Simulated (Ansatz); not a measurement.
Energy profile

The step: CH₇NSn ([CH3][SnH2][NH2]) → SnNH₃ ([NH][SnH2]) + CH₄; bonds formed: C2–H4; bonds broken: Sn1–C2, N3–H4 (atoms numbered as in the saddle structure below).

| atom | x (Å) | y (Å) | z (Å) |
| --- | --- | --- | --- |
| Sn1 | -1.0687 | -0.0486 | 0.6415 |
| C2 | 1.2514 | -0.0674 | -0.0953 |
| N3 | -1.2265 | -0.1446 | -1.3124 |
| H4 | 0.1966 | 0.0074 | -0.9037 |
| H5 | -1.1708 | 1.3351 | 1.6653 |
| H6 | -1.0113 | -1.4495 | 1.6343 |
| H7 | 1.8351 | 0.6768 | -0.6437 |
| H8 | 1.6861 | -1.0597 | -0.2090 |
| H9 | 1.3769 | 0.2299 | 0.9619 |
| H10 | -1.8689 | 0.5207 | -1.7390 |

Electronic energies by CCSD(T) at an estimated basis limit (MP2 extrapolated from triple and quadruple zeta, plus CCSD(T) − MP2 in triple zeta), on PBE0-D4/def2-TZVP structures; CH₇NSn, singlet; no counterpoise correction. Program: Ansatz 0.2.0. Basis: def2-TZVPP and def2-QZVPP. Cores are frozen in the correlated methods. Filled d shells of the heavier atoms are correlated. Core potentials replace the inner electrons of the atoms past krypton. The def2 sets are not built for correlating such inner shells, so the correlated values are less sure here. Extrapolation: Hartree–Fock as exp(−7.88 √X), correlation as X^−2.97.

Q: Give the profile in kcal/mol, counted from the start structure. (An estimate is asked for; the value comes from the calculation.)

A: By the calculation:
```
                                                                                                     point  kcal/mol
                                                                                           start structure      0.00
                                                                                                    saddle     83.50
                                                                                             end structure     47.10
separated: SnNH₃ (linked as [NH][SnH2]; Sn1, N3, H5, H6, H10; singlet) + CH₄ (C2, H4, H7, H8, H9; singlet)     48.71
```

T1 diagnostic: at most 0.025. The restricted Hartree–Fock reference is unstable towards an unrestricted one at one or more of these structures.

For scale, one of the runs: CCSD(T)/def2-TZVPP, 210 basis functions, launched by `ansatz run in.yaml --threads 4 --pin off --events-out ev --progress --plain --max-ram 9574MiB`. Time: 85 s of wall clock on 4 CPU threads of an Arm Neoverse V1; the host was shared. Peak host memory: 3.2 GiB.
